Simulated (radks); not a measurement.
These are the eigenvalues of the occupied orbitals of an atom or ion with whole-number occupations (Ry). Calculated with a radial shooting solver on a logarithmic mesh with Libxc functionals: Dirac Kohn-Sham, PBE, spin-unpolarised, spherical densities, point nucleus.

orbital  eigenvalue
1s1/2     -2013.018
2s1/2     -417.8297
2p1/2     -400.4694
2p3/2     -387.1032
3s1/2     -166.9503

Which element is it, and in what charge state? The configuration may be excited. Open shells, if any, fill j = l - 1/2 first.

Answer. Z = 47, silver, charge +35: Ag35+ in [Ne] 3s2. The list shows which subshells hold electrons but not how many an open one holds; the 1s level, -1006.5 hartree, gives Z - s = 44.9 by -(Z - s)^2/2, which with screening and relativity narrows Z to a few neighbours, and the depths of the outer levels then fix element, charge and occupations together.
